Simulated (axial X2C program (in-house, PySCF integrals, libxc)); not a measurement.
**Curves of HoO⁺ from open-shell CI on f10 s0**

Calculated with an axial X2C code built on PySCF integrals: two-component X2C with atomic mean-field Coulomb and Gaunt terms, basis Ho dyall-v3z, O dyall-v3z (cores contracted in-house). Orbitals come from Hartree–Fock averaged over the configuration Ho f10 s0; CI then distributes these electrons over the f, s shells of Ho.

Scan along the bond; masses Ho 164.930 u, O 15.995 u. Energies in cm⁻¹ from the lowest point; levels are followed by energy order within each Ω. Lowest level at 1.737 Å: 100% f10.

```tsv
R (Å)	(1)Ω=8	(1)Ω=7	(1)Ω=6	(1)Ω=5	(1)Ω=4	(1)Ω=3	(1)Ω=2
1.615	3683	4274	4636	4809	4872	4883	4877
1.676	864	1372	1687	1852	1925	1952	1959
1.737	0	439	719	876	956	995	1012
1.806	862	1240	1488	1638	1723	1769	1794
1.876	3256	3583	3806	3948	4036	4088	4118
1.954	7230	7514	7714	7848	7935	7991	8024
2.050	13388	13628	13805	13930	14016	14073	14108
```

Question: Fit the curves (1)Ω=8, (1)Ω=7, (1)Ω=6, (1)Ω=5, (1)Ω=4, (1)Ω=3, (1)Ω=2 near their minima.

Answer: From the open-shell CI curves, Te from the lowest:

```csv
level,Te (cm⁻¹),Re (Å),ωe (cm⁻¹)
(1)Ω=8,0,1.738,974.5
(1)Ω=7,437,1.741,973.9
(1)Ω=6,715,1.742,973.7
(1)Ω=5,871,1.742,973.4
(1)Ω=4,952,1.742,972.9
(1)Ω=3,991,1.742,972.6
(1)Ω=2,1008,1.741,972.4
```

Without dynamic correlation distances can be off by several hundredths of an Å (long for ionic bonds, short for multiple bonds) and the wavenumbers are rough.

The 7 lowest curves are shown; the next is (1)Ω=1, from 1018 cm⁻¹.

Dynamic correlation is missing, so gaps between terms are too wide and other configurations may lie lower; the lowest level listed is that of this model, not necessarily the ground state. At most 4 roots were kept for each Ω > 0 (twice that for Ω = 0) within 2.2 eV of the lowest, so higher up levels can be missing between those listed; levels with Ω > 0 are doubly degenerate and listed once, Ω = 0 levels singly. States that fill the shells left empty in the average are placed too high.
